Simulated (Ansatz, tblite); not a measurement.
Cost and result up the ladder for `O=P(O)(O)C12CC3CC(CC(C3)C1)C2` (31 atoms). Total charge 0; singlet. Geometry: PBE-D4/def2-SVP.

Ansatz on 4 threads of Arm Neoverse V1 on a shared host; xTB runs through tblite on one thread. Times are rough, summed over both states, and most runs start from the orbitals of an earlier one. PBE0-D4/def2-SVP serves as the yardstick here, not as an exact answer. The other state is a triplet.

The xTB rows come from tblite.

xTB has no spin-polarisation term.

```json
{"level": "GFN2-xTB", "functions": "78", "wall time": "0.046 s", "vertical triplet (eV)": "9.21", "difference from PBE0-D4/def2-SVP (eV)": "1.75"}
{"level": "GFN1-xTB", "functions": "95", "wall time": "0.075 s", "vertical triplet (eV)": "8.13", "difference from PBE0-D4/def2-SVP (eV)": "0.68"}
{"level": "PBE-D4/def2-SVP", "functions": "285", "wall time": "30 s", "vertical triplet (eV)": "6.51", "difference from PBE0-D4/def2-SVP (eV)": "-0.95"}
{"level": "PBE0-D4/def2-SVP", "functions": "285", "wall time": "89 s", "vertical triplet (eV)": "7.46", "difference from PBE0-D4/def2-SVP (eV)": "0.00"}
```
